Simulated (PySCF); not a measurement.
M06-2X on In⁻ (indium, charge -1), [Kr] 4d10 5s2 5p2, high-spin 3P determinant. Calculation: PySCF 2.14, in aug-cc-pVQZ-PP with ECP28MDF; scalar relativity through the core potential.

```
cycle= 1 E= -190.058928540198  delta_E= -0.00354  |g|= 0.0234  |ddm|=  0.6
cycle= 2 E= -190.059190933178  delta_E= -0.000262  |g|= 0.017  |ddm|= 0.146
cycle= 3 E= -190.059294171322  delta_E= -0.000103  |g|= 0.00265  |ddm|= 0.0485
cycle= 4 E= -190.059312723337  delta_E= -1.86e-05  |g|= 0.000694  |ddm|= 0.0288
cycle= 5 E= -190.059313890927  delta_E= -1.17e-06  |g|= 0.000136  |ddm|= 0.0088
cycle= 6 E= -190.059313963503  delta_E= -7.26e-08  |g|= 3.4e-05  |ddm|= 0.00195
cycle= 7 E= -190.059313969528  delta_E= -6.03e-09  |g|= 1.05e-05  |ddm|= 0.000543
cycle= 8 E= -190.059313970058  delta_E= -5.29e-10  |g|= 3.34e-06  |ddm|= 0.000146
converged SCF energy = -190.059313970058  <S^2> = 2.0056183  2S+1 = 3.0037432
```

Highest occupied orbital energy: 0.344 eV; ⟨L²⟩ = 2.02; populations by l: s 4.00, p 8.00, d 10.00, f 0.00.

(1) Can this result be used?

## Answers

(1) With care. The run converged. Energies and moments cover only the electrons outside the core potential. At M06-2X the highest occupied level has a positive energy, so only the finite basis holds that electron; in a semilocal or global hybrid functional this comes from self-interaction and does not mean that the real anion is unbound.
